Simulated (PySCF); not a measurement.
# Electron correlation in N (nitrogen, neutral)

[He] 2s2 2p3, high-spin 4S determinant. All numbers are calculated (PySCF 2.14, the spin-free X2C one-electron Hamiltonian (Gaussian nucleus), in x2c-SVPall (3s2p1d, 14 functions)). Frozen: 1s2; 5 electrons correlated.

MP2 pair energies summed by pair of shells (mhartree):

```json
{"pair": "2s-2p", "energy": "-44.39", "share (%)": "63.8"}
{"pair": "2p-2p", "energy": "-17.60", "share (%)": "25.3"}
{"pair": "2s-2s", "energy": "-7.63", "share (%)": "11.0"}
```

Total MP2 correlation energy: -69.63 mhartree.

Same-spin part -21.22 and opposite-spin part -48.41 mhartree; SCS-MP2 scales them by 1/3 and 6/5 to -65.16 mhartree.

```json
{"level": "CCSD", "correlation energy (mhartree)": "-84.52"}
{"level": "(T)", "correlation energy (mhartree)": "-0.71"}
{"level": "CCSD(T)", "correlation energy (mhartree)": "-85.23"}
```

Diagnostics: T1 = 0.0042, D1 = 0.0115, largest double amplitude 0.037.

**Question.** Is a single reference adequate?

**Answer.** Yes: T1 lies below 0.03 and no double amplitude reaches 0.07.
